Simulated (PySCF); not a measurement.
Job file and geometry (Å, from GFN2-xTB) of an NMR shielding run on `InChI=1S/C4H12BP/c6-5-4-2-1-3-4/h4H,1-3,5H2,6H3`, PySCF, GIAO PBE0/pcSseg-1 NMR shielding, non-relativistic, gas phase; density fitting, a coarse starting grid and PySCF grid level 2 are the driver's defaults:

```
{"job": {"kind": "nmr", "xc": "PBE0", "basis": "pcSseg-1"}, "charge": 0, "multiplicity": 1}
P      2.348879    -0.833104     0.098432
B      1.005354     0.061395    -0.945090
C     -0.036090     0.590422     0.196826
C     -0.863967    -0.488910     0.930648
C     -2.156235     0.099568     0.347352
C     -1.348439     1.211406    -0.335161
H      1.948977    -1.843861     0.953308
H      3.038020    -0.089241     1.040595
H      3.447999    -1.491440    -0.432761
H      0.558410    -0.768037    -1.675210
H      1.583880     0.931828    -1.521224
H      0.458659     1.264131     0.906050
H     -0.657083    -1.512753     0.612792
H     -0.808174    -0.446850     2.019280
H     -2.873279     0.447190     1.090076
H     -2.670739    -0.563148    -0.345893
H     -1.559863     2.211052     0.042172
H     -1.425068     1.226669    -1.420510
```

Question: Write the output of this run.

Answer: 
```
coarse grid: 14496 points
cycle   1  E = -525.2735301911  dE =  5.924e-01  |g| = 4.953e-01  |ddm| = 3.690e+00
cycle   2  E = -525.2232428828  dE =  5.029e-02  |g| = 6.590e-01  |ddm| = 1.603e+00
cycle   3  E = -525.3528031326  dE = -1.296e-01  |g| = 6.841e-02  |ddm| = 9.722e-01
cycle   4  E = -525.3537613767  dE = -9.582e-04  |g| = 2.568e-02  |ddm| = 8.526e-02
cycle   5  E = -525.3539365390  dE = -1.752e-04  |g| = 4.847e-03  |ddm| = 2.971e-02
cycle   6  E = -525.3539419273  dE = -5.388e-06  |g| = 9.438e-04  |ddm| = 6.058e-03
final grid: 132432 points
cycle   7  E = -525.3911024887  dE = -3.835e-05  |g| = 8.892e-03  |ddm| = 3.111e-02
cycle   8  E = -525.3910868983  dE =  1.559e-05  |g| = 1.183e-02  |ddm| = 2.098e-02
cycle   9  E = -525.3911237592  dE = -3.686e-05  |g| = 6.697e-04  |ddm| = 1.240e-02
cycle  10  E = -525.3911238576  dE = -9.840e-08  |g| = 1.935e-04  |ddm| = 7.562e-04
cycle  11  E = -525.3911238666  dE = -8.952e-09  |g| = 4.268e-05  |ddm| = 2.090e-04
cycle  12  E = -525.3911238669  dE = -3.761e-10  |g| = 1.358e-05  |ddm| = 5.078e-05
converged SCF energy = -525.3911238669

GIAO shielding tensors (ppm)
atom      isotropic    diamagn.    paramagn.     s11        s22        s33       span
  0 P      496.986     967.024    -470.038    459.938    480.634    550.385     90.447
  1 B      139.750     185.834     -46.084    130.910    132.732    155.609     24.698
  2 C      165.033     248.668     -83.635    151.072    167.023    177.004     25.933
  3 C      159.724     249.405     -89.681    140.769    157.099    181.305     40.536
  4 C      168.859     250.187     -81.328    156.962    164.042    185.571     28.609
  5 C      158.450     247.238     -88.788    143.137    150.017    182.196     39.059
  6 H       28.245      30.222      -1.977     23.942     26.425     34.368     10.426
  7 H       28.514      29.626      -1.112     24.162     25.430     35.950     11.789
  8 H       28.084      27.948       0.136     23.507     24.260     36.485     12.978
  9 H       30.363      29.364       0.999     27.126     30.292     33.672      6.545
 10 H       30.209      29.243       0.967     26.395     29.589     34.644      8.249
 11 H       30.257      33.321      -3.064     26.580     30.461     33.730      7.150
 12 H       30.308      32.260      -1.952     26.698     30.275     33.950      7.252
 13 H       29.604      31.743      -2.139     26.230     28.070     34.511      8.281
 14 H       29.575      29.665      -0.091     26.243     26.725     35.756      9.513
 15 H       29.506      29.978      -0.472     26.273     26.831     35.412      9.139
 16 H       29.207      30.215      -1.008     26.164     26.689     34.769      8.606
 17 H       29.663      30.312      -0.650     26.252     28.200     34.537      8.285
```

Size and cost of the density-fitted run: 169 basis functions, 18 s wall time on 1 thread of an Arm Neoverse V2, shared host.
